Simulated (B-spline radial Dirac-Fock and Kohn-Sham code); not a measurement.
Model: relaxed Dirac-Fock hole states (ΔSCF) with Breit and QED corrections and a finite nucleus. Program: an atomic code on a B-spline grid. Free neutral atoms.

**Question.** Order these X-ray lines by photon energy, lowest first.
A. Xe Lγ2
B. Ti Kα1
C. I Lβ1
D. Yb Lβ2
E. Xe Lα2
F. Ta Lℓ

**Answer.** E (4098.0 eV), C (4221.8 eV), B (4509.5 eV), A (5289.7 eV), F (7165.9 eV), D (8752.7 eV).

Values without a named source are computed, but for edge energies of neutral atoms, which are taken from tables.
